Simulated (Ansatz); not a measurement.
A structure relaxed at PBE0-D4/def2-TZVP, charge 0, multiplicity 2:

```json
{"atom": "F1", "x (Å)": "3.468", "y (Å)": "0.129", "z (Å)": "-0.494"}
{"atom": "Ga2", "x (Å)": "1.893", "y (Å)": "-0.624", "z (Å)": "-0.706"}
{"atom": "O3", "x (Å)": "0.529", "y (Å)": "0.231", "z (Å)": "0.059"}
{"atom": "Si4", "x (Å)": "-1.094", "y (Å)": "0.095", "z (Å)": "0.241"}
{"atom": "H5", "x (Å)": "-1.759", "y (Å)": "1.292", "z (Å)": "-0.336"}
{"atom": "H6", "x (Å)": "-1.424", "y (Å)": "-0.004", "z (Å)": "1.687"}
{"atom": "H7", "x (Å)": "-1.613", "y (Å)": "-1.119", "z (Å)": "-0.450"}
```

**Question.** Give its formula and SMILES.

**Answer.** FGaH3OSi, `[F][Ga][O][SiH3]`.

**Question.** Point group (tolerance 0.08 Å, 0.16 Å for H)?

**Answer.** Cs.

**Question.** Summarise the bond lengths by kind.

**Answer.** 1 × F–Ga 1.759 Å; 1 × Ga–O 1.782 Å; 1 × O–Si 1.639 Å; 3 × H–Si 1.486 to 1.490 Å.

All numbers were calculated with Ansatz.
